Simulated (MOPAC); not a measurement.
Job for MOPAC: PM7 on C2H3N3 (a complex), monomers drawn apart or pushed together.

```
PM7 1SCF PRECISE CHARGE=0 THREADS=1
C2H3N3

N     -0.14951255 1     0.12532483 1    -0.21558440 1
N      0.21958874 1    -0.61510117 1    -0.92604463 1
C     -0.15884103 1     1.20642825 1     2.86826539 1
C      0.65304691 1     0.01939415 1     2.65603208 1
N      1.29269200 1    -0.91907343 1     2.47931623 1
H      0.46156409 1     2.02660800 1     3.23013569 1
H     -0.62790058 1     1.50452985 1     1.93053748 1
H     -0.93683729 1     1.00330032 1     3.60449309 1
```

Program output:

```
*******************************************************************************
 **                                                                           **
 **                              MOPAC v23.2.5                                **
 **                                                                           **
 *******************************************************************************
 ** MOPAC's Digital Object Identifier: https://doi.org/10.5281/zenodo.6511958 **
 **                                                                           **
 ** Please cite the open-source release paper for use of this MOPAC version:  **
 ** J. E. Moussa and J. J. P. Stewart (2026)                                  **
 ** MOPAC: An open-source semiempirical molecular orbital program             **
 ** J. Open Source Softw., 11(119), 8025, https://doi.org/10.21105/joss.08025 **
 *******************************************************************************

                              PM7 CALCULATION RESULTS

 *******************************************************************************
 *  PM7        - The PM7 Hamiltonian to be used
 *
 *
 *
 *                 CHARGE ON SYSTEM = 0
 *
 *
 *
 *  PRECISE    - TIGHTER CRITERIA TO BE USED
 *  1SCF       - DO 1 SCF AND THEN STOP
 *  THREADS=1  - MULTI-THREADING NOT USED
 *  T=         - A TIME OF 172800.0 SECONDS REQUESTED
 *  DUMP=N     - RESTART FILE WRITTEN EVERY 7200.0 SECONDS REQUESTED
 *******************************************************************************
PM7 1SCF PRECISE CHARGE=0 THREADS=1
 C2H3N3

   ATOM   CHEMICAL          X               Y               Z
  NUMBER   SYMBOL      (ANGSTROMS)     (ANGSTROMS)     (ANGSTROMS)

     1       N         -0.14951255  *   0.12532483  *  -0.21558440  *
     2       N          0.21958874  *  -0.61510117  *  -0.92604463  *
     3       C         -0.15884103  *   1.20642825  *   2.86826539  *
     4       C          0.65304691  *   0.01939415  *   2.65603208  *
     5       N          1.29269200  *  -0.91907343  *   2.47931623  *
     6       H          0.46156409  *   2.02660800  *   3.23013569  *
     7       H         -0.62790058  *   1.50452985  *   1.93053748  *
     8       H         -0.93683729  *   1.00330032  *   3.60449309  *



          CARTESIAN COORDINATES

    NO.       ATOM           X           Y           Z

     1         N         -0.1495      0.1253     -0.2156
     2         N          0.2196     -0.6151     -0.9260
     3         C         -0.1588      1.2064      2.8683
     4         C          0.6530      0.0194      2.6560
     5         N          1.2927     -0.9191      2.4793
     6         H          0.4616      2.0266      3.2301
     7         H         -0.6279      1.5045      1.9305
     8         H         -0.9368      1.0033      3.6045

 General Reference for PM7:
 "Optimization of Parameters for Semiempirical Methods VI: More Modifications to the
 NDDO Approximations and Re-optimization of Parameters", J. J. P. Stewart, J. Mol. Mod., 1:32, 19 (2013)
 https://link.springer.com/article/10.1007/s00894-012-1667-x

           Empirical Formula: C2 H3 N3  =     8 atoms



      MOLECULAR POINT GROUP   :   Cs


      RHF CALCULATION, NO. OF DOUBLY OCCUPIED LEVELS = 13


 -------------------------------------------------------------------------------
 PM7 1SCF PRECISE CHARGE=0 THREADS=1
 C2H3N3



     1SCF WAS SPECIFIED, SO BFGS WAS NOT USED
     SCF FIELD WAS ACHIEVED


                              PM7 CALCULATION
                                                       MOPAC v23.2.5 Linux




          FINAL HEAT OF FORMATION =         52.56179 KCAL/MOL =     219.91854 KJ/MOL


          COSMO AREA              =        118.24 SQUARE ANGSTROMS
          COSMO VOLUME            =        100.68 CUBIC ANGSTROMS

          IONIZATION POTENTIAL    =         12.868350 EV
          HOMO LUMO ENERGIES (EV) =        -12.868  0.087
          NO. OF FILLED LEVELS    =         13
          MOLECULAR WEIGHT        =         69.0658         POINT GROUP:  Cs

          MOLECULAR DIMENSIONS (Angstroms)

            Atom       Atom       Distance
            H     8    N     2     4.94796
            H     7    N     5     3.05244
            H     6    H     8     1.73900


          SCF CALCULATIONS        =          1





   ATOM   CHEMICAL          X               Y               Z
  NUMBER   SYMBOL      (ANGSTROMS)     (ANGSTROMS)     (ANGSTROMS)

     1       N         -0.14951255  *   0.12532483  *  -0.21558440  *
     2       N          0.21958874  *  -0.61510117  *  -0.92604463  *
     3       C         -0.15884103  *   1.20642825  *   2.86826539  *
     4       C          0.65304691  *   0.01939415  *   2.65603208  *
     5       N          1.29269200  *  -0.91907343  *   2.47931623  *
     6       H          0.46156409  *   2.02660800  *   3.23013569  *
     7       H         -0.62790058  *   1.50452985  *   1.93053748  *
     8       H         -0.93683729  *   1.00330032  *   3.60449309  *

                             CARTESIAN COORDINATES

   1    N       -0.149512550     0.125324830    -0.215584400
   2    N        0.219588740    -0.615101170    -0.926044630
   3    C       -0.158841030     1.206428250     2.868265390
   4    C        0.653046910     0.019394150     2.656032080
   5    N        1.292692000    -0.919073430     2.479316230
   6    H        0.461564090     2.026608000     3.230135690
   7    H       -0.627900580     1.504529850     1.930537480
   8    H       -0.936837290     1.003300320     3.604493090


           Empirical Formula: C2 H3 N3  =     8 atoms



      MOLECULAR POINT GROUP   :   Cs


                  EIGENVALUES
 -43.20786 -35.20109 -27.27080 -21.95377 -18.04550 -16.84858 -16.81424 -15.93677
 -15.88982 -13.53104 -13.38979 -12.89247 -12.86835   0.08706   0.09455   1.24943
   1.25837   2.92646   3.72675   4.75284   4.82677   5.39396   6.07972


              NET ATOMIC CHARGES AND DIPOLE CONTRIBUTIONS

  ATOM NO.   TYPE          CHARGE      No. of ELECS.   s-Pop       p-Pop
    1          N          -0.031021        5.0310     1.82464     3.20638
    2          N           0.031022        4.9690     1.82534     3.14363
    3          C          -0.413932        4.4139     1.03920     3.37473
    4          C           0.137133        3.8629     1.11372     2.74914
    5          N          -0.277104        5.2771     1.82955     3.44755
    6          H           0.181431        0.8186     0.81857
    7          H           0.191038        0.8090     0.80896
    8          H           0.181434        0.8186     0.81857
 DIPOLE           X         Y         Z       TOTAL
 POINT-CHG.    -1.910     2.748     0.369     3.367
 HYBRID        -0.216     0.329     0.093     0.405
 SUM           -2.126     3.077     0.461     3.769


          ATOMIC ORBITAL ELECTRON POPULATIONS

     Atom    s        px        py        pz
    1  N   1.82464   1.03169   1.09041   1.08427
    2  N   1.82534   1.00789   1.06984   1.06591
    3  C   1.03920   1.12870   1.04963   1.19641
    4  C   1.11372   0.91685   0.91770   0.91460
    5  N   1.82955   1.14527   1.18843   1.11385
    6  H   0.81857
    7  H   0.80896
    8  H   0.81857

 **********************
 *                    *
 * JOB ENDED NORMALLY *
 *                    *
 **********************




 == MOPAC DONE ==
```

The run finished.

Cost: around 0.020 core-seconds (rough).
